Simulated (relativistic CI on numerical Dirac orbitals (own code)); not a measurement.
## Radial parameters of Re10+

Computed by Dirac-Coulomb-Breit CI, separate exchange-only KLI orbitals for each configuration, model QED (radiative potential, 1s self-energy scaled to tabulated hydrogen-like ionisation energies), unscaled Slater integrals (own radial code, finite nucleus).

Slater integrals F^k, G^k are unscaled and averaged over j, outside the closed core [Kr] 4d10; ζ comes from projecting the Hamiltonian with its Breit term on Σ l·s of the shell.

- 4f¹⁴5s²5p³: F^2(5p,5p) = 98499, ζ(5p) = 72895 cm⁻¹; <r>(5p) = 1.089, <r^2>(5p) = 1.326 (bohr units).
- 4f¹³5s²5p⁴: ζ(4f) = 5547.5, F^2(5p,5p) = 99394, F^2(4f,5p) = 73501, G^2(4f,5p) = 29263, G^4(4f,5p) = 24784, ζ(5p) = 75083 cm⁻¹; <r>(4f) = 0.5488, <r^2>(4f) = 0.3637, <r>(5p) = 1.079, <r^2>(5p) = 1.301 (bohr units).
- 4f¹⁴5s5p⁴: F^2(5p,5p) = 98534, G^1(5s,5p) = 128400, ζ(5p) = 72501 cm⁻¹; <r>(5s) = 0.9801, <r^2>(5s) = 1.071, <r>(5p) = 1.088, <r^2>(5p) = 1.324 (bohr units).

Averages of the first 10 configurations, taken without configuration mixing, which lowers the lowest level and can move excited configurations by several eV; other configurations of the list can lie among them:

```tsv
Configuration	Parity	States	Average energy above the lowest level (eV)
4f¹⁴5s²5p³	odd	20	15.3
4f¹³5s²5p⁴	odd	210	24.9
4f¹⁴5s5p⁴	even	30	59.4
4f¹⁴5s²5p²5d	even	150	71.6
4f¹⁴5s5p³5d	odd	400	114.0
4f¹⁴5s²5p²5f	odd	210	123.7
4f¹³5s²5p³5d	even	2800	81.9
4f¹⁴5s²5p²6s	even	30	99.2
4f¹⁴5s²5p²5g	even	270	154.4
4f¹⁴5p⁵	odd	6	108.0
```
